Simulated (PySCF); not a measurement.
In(NH2)3 (H6InN3), SMILES [NH2][In]([NH2])[NH2].

The structure is a stationary point at B3LYP-D3(BJ)/def2-SVP. The structure was generated by enumeration; whether it is a known compound was not checked. The def2 effective core potentials stand for the cores of In; spin–orbit coupling is left out. Other conformers were not sampled.

Computed with TDDFT-PBE/def2-SVPD in PySCF.

Vertical excitations. The molecule is in vacuum. State labels are in the subgroup Cs.

Computed UV-visible absorptions:
```
state  symmetry  energy (eV)  λ (nm)      f                            main pairs
-----  --------  -----------  ------  -----  ------------------------------------
S1           A"         3.95     314  0.024                        HOMO→LUMO 96 %
S2           A'         3.97     312  0.003                      HOMO−1→LUMO 99 %
S3           A'         4.57     271  0.053                      HOMO−2→LUMO 93 %
S4           A"         5.30     234  0.050                      HOMO→LUMO+1 90 %
S5           A'         5.50     226  0.070                    HOMO−1→LUMO+1 84 %
S6           A"         5.78     215  0.000                     HOMO→LUMO+3 100 %
S7           A'         5.80     214  0.022  HOMO→LUMO+2 68 %, HOMO−2→LUMO+1 28 %
S8           A"         5.90     210  0.004                   HOMO−1→LUMO+2 100 %
S9           A'         5.93     209  0.037  HOMO−2→LUMO+1 65 %, HOMO→LUMO+2 23 %
S10          A'         6.00     207  0.077                    HOMO−1→LUMO+3 93 %
T1           A"         3.50     355      0                        HOMO→LUMO 99 %
T2           A'         3.70     335      0                      HOMO−1→LUMO 99 %
T3           A'         4.08     304      0                      HOMO−2→LUMO 97 %
T4           A"         4.67     266      0                      HOMO→LUMO+1 99 %
```
Triplets are in the Tamm–Dancoff approximation, which puts them higher than full response would, so one can lie above its singlet here.
